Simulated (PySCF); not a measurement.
Sb³²⁺: ionisation energy

Sb³²⁺ [Ar] 3d1 (2D) → Sb³³⁺ [Ar] (1S), as a difference of total energies. All numbers are calculated (PySCF 2.14, scalar relativity by spin-free X2C-1e, in an even-tempered Gaussian basis (18 s from 4.7 bohr⁻², ratio 2.5; 12 p from 6.1 bohr⁻², ratio 2.5; 8 d from 6.1 bohr⁻², ratio 2.5; 4 f from 21 bohr⁻², ratio 2.7; 3 g from 32 bohr⁻², ratio 2.7)). Correlated levels: outer shells: [Ne] frozen; virtual orbitals above 40 to 60 times the deepest correlated orbital energy dropped. The calculations carry no spin-orbit coupling.

| method | ionisation energy (eV) |
| --- | --- |
| UHF | 1946.3 |
| MP2 (outer shells) | 1946.1 |
| SCS-MP2 (outer shells) | 1946.1 |
| CCSD (outer shells) | 1946.0 |
| CCSD(T) (outer shells) | 1946.0 |

Breit and QED terms and the two-electron picture change are absent.

The reference lies between the lowest fine-structure levels, while these numbers refer to the centres of the terms.

For comparison: 1954 ± 4 eV (theoretical estimate listed by NIST; NIST Atomic Spectra Database, ionization energies).
